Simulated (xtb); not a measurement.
C4H4ClF, SMILES CC=C=C(F)Cl. All values are semi-empirical tight-binding results from xtb (GFN2-xTB unless named), good for trends rather than for accurate numbers. Coordinates come from a GFN2-xTB optimisation.

Optimised geometry:

Bond lengths (Å): C1–C2 1.494, C1–H7 1.089, C1–H8 1.086, C1–H9 1.089, C2–C3 1.299, C2–H10 1.084, C3–C4 1.295, C4–F5 1.346, C4–Cl6 1.734. Angles (°): C2–C1–H7 109.5, C2–C1–H8 111.2, C2–C1–H9 109.6, H7–C1–H8 109.3, H7–C1–H9 107.9, H8–C1–H9 109.3, C1–C2–C3 124.6, C1–C2–H10 115.9, C3–C2–H10 119.5, C2–C3–C4 177.8, C3–C4–F5 123.5, C3–C4–Cl6 124.4, F5–C4–Cl6 112.1.

```yaml
orbital_gap: 4.30 eV
dipole_moment: 3.47 D
zero_point_energy: 41.3 kcal/mol
G − E(el) at 298.15 K (modified RRHO): 21.3 kcal/mol
static polarisability (D4 model): 61.2 bohr³
solvation energy, GFN2-xTB/ALPB(water): -2.9 kcal/mol
solvation energy, GFN2-xTB/ALPB(chcl3): -5.8 kcal/mol
```

Computed atomic charges and the Wiberg bond orders between heavy atoms:
charges (e) C1 -0.11, C2 0.00, C3 -0.05, C4 0.24, F5 -0.19, Cl6 -0.14, H7 0.06, H8 0.06, H9 0.07, H10 0.07. Bond orders C1–C2 1.02, C2–C3 1.93, C3–C4 1.83, C4–F5 0.96, C4–Cl6 0.95.
